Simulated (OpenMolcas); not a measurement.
An OpenMolcas run meant for V2+ (ANO-RCC-VDZ, X2C; inactive shells 1s 2s 2p 3s 3p; intended active space 3 electrons in 5 orbitals (3d)). One step of its input:

```
&CASPT2
Multistate=10 1 2 3 4 5 6 7 8 9 10
Frozen=2 3
IPEA=-0.1
Imaginary=0.1
MaxIter=60
WThr=0.0 0.3 0.05
PrWF=0.5
NoMix
```

The run finished. Its levels beside those of a sound run (SS-CASPT2, IPEA 0.25 Eh, imaginary shift 0.1 Eh (closed shells correlated: 3s 3p)), in cm⁻¹ above each run's lowest level:

```json
{"Level": "3d³ ⁴F_3/2", "This run": "0.0", "Usual run": "0.0"}
{"Level": "3d³ ⁴F_5/2", "This run": "161", "Usual run": "161"}
{"Level": "3d³ ⁴F_7/2", "This run": "381", "Usual run": "381"}
{"Level": "3d³ ⁴F_9/2", "This run": "656", "Usual run": "656"}
{"Level": "3d³ ⁴P_1/2", "This run": "11927", "Usual run": "12253"}
{"Level": "3d³ ⁴P_3/2", "This run": "12005", "Usual run": "12332"}
{"Level": "3d³ ⁴P_5/2", "This run": "12178", "Usual run": "12504"}
{"Level": "3d³ ²G_7/2", "This run": "12119", "Usual run": "12643"}
{"Level": "3d³ ²G_9/2", "This run": "12356", "Usual run": "12879"}
{"Level": "3d³ ²D_3/2(1)", "This run": "15128", "Usual run": "15697"}
{"Level": "3d³ ²D_5/2(1)", "This run": "15450", "Usual run": "16023"}
{"Level": "3d³ ²P_1/2", "This run": "17801", "Usual run": "18165"}
{"Level": "3d³ ²P_3/2", "This run": "18043", "Usual run": "18410"}
{"Level": "3d³ ²H_9/2", "This run": "18068", "Usual run": "18421"}
```

**Question.** Which setting is unsound, and how much does it matter here?

**Answer.** The IPEA shift is negative. Against the sound run the excited levels shown move by 330 cm-1 on average and by 570 cm-1 at most.

CASPT2 breaks the degeneracy within a term, and the mean is taken; among the terms shown or strongly mixed into the levels shown the widest spread is 1200 cm-1 (3d³ ²H, this run). The CASPT2 spread within a term exceeds the gap to the next term for 3d³ ²P and 3d³ ²H, so the order of their levels is uncertain. Levels of configurations outside the active space are missing.

A number in round brackets counts repeated terms of one configuration in the order of the reference energies.
